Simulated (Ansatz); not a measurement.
C7H14InNO⁻, that is InMe2(acnac) with one electron more. Total charge -1; doublet. Geometry PBE-D4/def2-SVP, that of the neutral singlet.

```xyz
24

In    0.139   -1.730   -0.482
C    -1.266   -3.011    0.574
H    -1.716   -2.435    1.406
H    -0.757   -3.904    0.987
H    -2.073   -3.348   -0.107
C     1.750   -2.022   -1.914
H     2.227   -1.044   -2.120
H     1.365   -2.443   -2.865
H     2.511   -2.716   -1.506
O     1.022   -0.455    1.084
C     0.821    0.797    1.293
C     1.607    1.375    2.452
C    -0.036    1.649    0.564
C    -0.867    1.322   -0.541
C    -1.713    2.433   -1.132
N    -0.965    0.115   -1.090
H     1.404    2.448    2.627
H     1.375    0.803    3.373
H     2.692    1.236    2.264
H    -0.071    2.695    0.895
H    -1.518    3.410   -0.653
H    -2.792    2.199   -1.014
H    -1.516    2.533   -2.220
H    -1.625    0.094   -1.876
```

In the def2 sets In takes a core potential; there is no spin–orbit coupling. At PBE-D4/def2-TZVP, BLYP-D4/def2-TZVP, PBE0-D4/def2-TZVP the highest occupied level of the charge -1 doublet lies above zero (up to 2.69 eV). By energy differences it is unbound by 0.47 eV (vertical, to the charge 0 singlet, at BLYP-D4/def2-TZVP) and held by the finite basis. At PBE-D4/def2-TZVP, BLYP-D4/def2-TZVP the gap within one spin of the charge -1 doublet nearly closes, so an electron or hole may be smeared out by delocalisation error.

Question: Estimate the α-spin orbital energies around the gap (eV) in Ansatz with PBE-D4/def2-TZVP, BLYP-D4/def2-TZVP, PBE0-D4/def2-TZVP.

Answer: 
```json
{"orbital": "HOMO−5", "PBE-D4/def2-TZVP": "-3.01", "BLYP-D4/def2-TZVP": "-2.95", "PBE0-D4/def2-TZVP": "-4.34"}
{"orbital": "HOMO−4", "PBE-D4/def2-TZVP": "-2.56", "BLYP-D4/def2-TZVP": "-2.46", "PBE0-D4/def2-TZVP": "-3.74"}
{"orbital": "HOMO−3", "PBE-D4/def2-TZVP": "-2.30", "BLYP-D4/def2-TZVP": "-2.12", "PBE0-D4/def2-TZVP": "-3.50"}
{"orbital": "HOMO−2", "PBE-D4/def2-TZVP": "-1.34", "BLYP-D4/def2-TZVP": "-1.32", "PBE0-D4/def2-TZVP": "-2.54"}
{"orbital": "HOMO−1", "PBE-D4/def2-TZVP": "-0.33", "BLYP-D4/def2-TZVP": "-0.28", "PBE0-D4/def2-TZVP": "-1.29"}
{"orbital": "HOMO", "PBE-D4/def2-TZVP": "2.65", "BLYP-D4/def2-TZVP": "2.69", "PBE0-D4/def2-TZVP": "1.98"}
{"orbital": "LUMO", "PBE-D4/def2-TZVP": "2.68", "BLYP-D4/def2-TZVP": "2.72", "PBE0-D4/def2-TZVP": "3.33"}
{"orbital": "LUMO+1", "PBE-D4/def2-TZVP": "3.24", "BLYP-D4/def2-TZVP": "3.32", "PBE0-D4/def2-TZVP": "3.90"}
{"orbital": "LUMO+2", "PBE-D4/def2-TZVP": "3.57", "BLYP-D4/def2-TZVP": "3.63", "PBE0-D4/def2-TZVP": "4.22"}
{"orbital": "LUMO+3", "PBE-D4/def2-TZVP": "3.64", "BLYP-D4/def2-TZVP": "3.66", "PBE0-D4/def2-TZVP": "4.48"}
{"orbital": "LUMO+4", "PBE-D4/def2-TZVP": "4.46", "BLYP-D4/def2-TZVP": "4.40", "PBE0-D4/def2-TZVP": "5.34"}
{"orbital": "LUMO+5", "PBE-D4/def2-TZVP": "4.68", "BLYP-D4/def2-TZVP": "4.67", "PBE0-D4/def2-TZVP": "5.58"}
{"orbital": "β HOMO", "PBE-D4/def2-TZVP": "-0.14", "BLYP-D4/def2-TZVP": "-0.11", "PBE0-D4/def2-TZVP": "-0.92"}
{"orbital": "β LUMO", "PBE-D4/def2-TZVP": "2.77", "BLYP-D4/def2-TZVP": "2.79", "PBE0-D4/def2-TZVP": "3.34"}
```
